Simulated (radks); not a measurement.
Q: These are the eigenvalues of the occupied orbitals of an atom or ion with whole-number occupations (eV). Calculated with a radial shooting solver on a logarithmic mesh with Libxc functionals: scalar-relativistic Kohn-Sham, LDA (Slater exchange, Perdew-Wang correlation), spin-unpolarised, spherical densities, finite nucleus; Fermi nuclear charge, rms radius of each element as measured or else 0.836 A^(1/3) + 0.57 fm.

1s: -15043.37
2s: -2038.565
2p: -1812.632
3s: -329.6971
3p: -257.2088
3d: -136.8518
4s: -61.3454
4p: -44.0693
7p: -4.4928

Which element is it, and in what charge state? The configuration may be excited.

A: Z = 37, rubidium, charge +2: Rb2+ in [Ar] 3d10 4s2 4p4 7p1. The list shows which subshells hold electrons but not how many an open one holds; the 1s level, -552.83 hartree, gives Z - s = 33.3 by -(Z - s)^2/2, which with screening and relativity narrows Z to a few neighbours, and the depths of the outer levels then fix element, charge and occupations together.
